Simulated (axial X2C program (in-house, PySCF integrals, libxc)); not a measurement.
# Ω levels of OSmO⁺ from open-shell CI on f(δφ)3 f(π)0

Computed with an in-house all-electron X2C program for linear molecules (integrals from PySCF): two-component X2C with atomic mean-field Coulomb and Gaunt terms, basis O dyall-v2z, Sm dyall-v2z (cores contracted in-house). Orbitals come from Hartree–Fock averaged over the configuration Sm f(δφ)3 f(π)0; CI then distributes these electrons over the f(δφ), f(π) shells of Sm.

O–Sm–O held linear, both bonds 1.665 Å (near the minimum of the configuration average).

Lowest levels of this model:

```json
{"Ω": "3/2", "energy (cm⁻¹)": "0", "g∥": "0.50", "configuration": "100% f(δφ)3"}
{"Ω": "5/2", "energy (cm⁻¹)": "0", "g∥": "4.30", "configuration": "100% f(δφ)3"}
{"Ω": "7/2", "energy (cm⁻¹)": "1934", "g∥": "8.16", "configuration": "100% f(δφ)3"}
{"Ω": "9/2", "energy (cm⁻¹)": "4741", "g∥": "11.85", "configuration": "100% f(δφ)3"}
{"Ω": "1/2", "energy (cm⁻¹)": "7006", "g∥": "1.77", "configuration": "99% f(δφ)3"}
{"Ω": "3/2", "energy (cm⁻¹)": "8255", "g∥": "1.89", "configuration": "99% f(δφ)3"}
{"Ω": "5/2", "energy (cm⁻¹)": "9299", "g∥": "5.68", "configuration": "98% f(δφ)3"}
{"Ω": "15/2", "energy (cm⁻¹)": "10110", "g∥": "15.74", "configuration": "98% f(δφ)3"}
{"Ω": "7/2", "energy (cm⁻¹)": "10273", "g∥": "9.57", "configuration": "98% f(δφ)3"}
{"Ω": "13/2", "energy (cm⁻¹)": "11393", "g∥": "12.18", "configuration": "99% f(δφ)3"}
{"Ω": "5/2", "energy (cm⁻¹)": "15254", "g∥": "4.98", "configuration": "99% f(δφ)3"}
{"Ω": "5/2", "energy (cm⁻¹)": "17360", "g∥": "4.95", "configuration": "99% f(δφ)3"}
{"Ω": "3/2", "energy (cm⁻¹)": "17928", "g∥": "3.34", "configuration": "98% f(δφ)3"}
{"Ω": "3/2", "energy (cm⁻¹)": "19543", "g∥": "2.22", "configuration": "99% f(δφ)3"}
{"Ω": "7/2", "energy (cm⁻¹)": "20187", "g∥": "7.85", "configuration": "99% f(δφ)3"}
{"Ω": "15/2", "energy (cm⁻¹)": "20193", "g∥": "14.72", "configuration": "98% f(δφ)3"}
{"Ω": "17/2", "energy (cm⁻¹)": "21129", "g∥": "18.00", "configuration": "100% f(δφ)3"}
{"Ω": "7/2", "energy (cm⁻¹)": "23442", "g∥": "7.99", "configuration": "99% f(δφ)3"}
{"Ω": "5/2", "energy (cm⁻¹)": "24377", "g∥": "5.54", "configuration": "97% f(δφ)3"}
{"Ω": "1/2", "energy (cm⁻¹)": "25043", "g∥": "0.08", "configuration": "97% f(δφ)3"}
{"Ω": "3/2", "energy (cm⁻¹)": "25055", "g∥": "2.74", "configuration": "98% f(δφ)3"}
{"Ω": "9/2", "energy (cm⁻¹)": "27604", "g∥": "9.87", "configuration": "99% f(δφ)3"}
```

g∥ is the magnitude of 2⟨Lz + ge Sz⟩ for the +Ω component.

From Ω and g∥ of the lowest level, whose 2⟨Lz + ge Sz⟩ is positive, find ⟨Sz⟩ and ⟨Lz⟩ (ge = 2.0023).

Ω = ⟨Lz⟩ + ⟨Sz⟩ = 3/2 and ⟨Lz⟩ + ge⟨Sz⟩ = 0.250, so ⟨Sz⟩ = -1.25 and ⟨Lz⟩ = 2.75.

Occupations of the active spinors in the lowest level by ω, shell by shell in order of energy: -7/2: 0.05; -5/2: 0.91 0.03; -3/2: 0.00 0.00; -1/2: 0.00; 1/2: 0.00; 3/2: 0.98 0.00; 5/2: 0.39 0.59; 7/2: 0.04. The leading determinant has weight 0.55 among 23.

This point took 1.5 s on 1 thread of Arm Neoverse V2, with other jobs on the host.

Dynamic correlation is missing, so gaps between terms are too wide and other configurations may lie lower; the lowest level listed is that of this model, not necessarily the ground state. At most 6 roots were kept for each Ω > 0 (twice that for Ω = 0) within 3.5 eV of the lowest, so higher up levels can be missing between those listed; levels with Ω > 0 are doubly degenerate and listed once, Ω = 0 levels singly. States that fill the shells left empty in the average are placed too high. The molecule was held linear; bending was not examined.
